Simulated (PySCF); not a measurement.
**Simulated characterisation data**

PySCF 2.14.0 with density-fitted response routines calculation with σ from GIAO-PBE0/pcSseg-1 and geometry: GFN2-xTB; non-relativistic Hamiltonian, equivalent nuclei averaged, isolated molecule, single conformer.

δ = σ(ref) − σ, references computed at the same level: TMS for ¹H and ¹³C. Splittings of carbon signals by F and P are missing where no couplings were computed. Where no couplings were computed, multiplicities follow the n + 1 count of equivalent neighbours, and m marks all less simple cases (inequivalent or close neighbours, rings, F or P nearby). Acid and N–H amide carbonyl carbons lie up to 10 ppm further downfield in solution (hydrogen bonding). Shifts are as computed. Against solution values, carbons near 30 ppm lie about +3 ppm off and those near 130 ppm about +5 ppm. Of 1211 compounds with measured shifts, 218 miss one by over three times the rms of a fit or turn the order of signals round; such compounds aren't used in these exercises. OH and NH positions are gas-phase values without hydrogen bonding to other molecules.

Compound 1 (C9H9OP). ¹H NMR (500 MHz, computed): δ 8.04 (m, 1H), 7.78 (m, 1H), 7.67 (m, 1H), 7.54 (m, 1H), 7.39 (m, 1H), 6.94 (m, 1H), 2.37 (m, 3H). ¹³C{¹H} NMR (computed): δ 150.0 (C), 147.7 (C), 144.2 (CH), 139.6 (C), 138.0 (CH), 135.7 (CH), 133.0 (CH), 128.7 (CH), 16.6 (CH3). Structure: `C12=CC=CC=C1[P@@H](=O)C(C)=C2`.

Compound 2 (C5H5FO2). ¹H NMR (500 MHz, computed): δ 6.38 (m, 1H), 6.32 (br s, 1H), 6.15 (m, 1H), 5.27 (m, 1H), 4.87 (m, 1H). ¹³C{¹H} NMR (computed): δ 172.4 (C), 171.9 (C), 135.8 (CH), 130.4 (CH), 106.2 (CH2). Structure: `C=C(F)/C=C\C(=O)O`.

Compound 3 (C5H15PSi2). ¹H NMR (500 MHz, computed): δ 7.22 (m, 1H), 7.08 (m, 1H), 4.60 (m, 2H), 4.21 (m, 2H), 1.11 (m, 6H), 0.99 (m, 2H), 0.99 (m, 1H). ¹³C{¹H} NMR (computed): δ 158.5, 155.7, 21.0, 16.4. Structure: `P[SiH2]/C=C/[SiH2]C(C)C`.
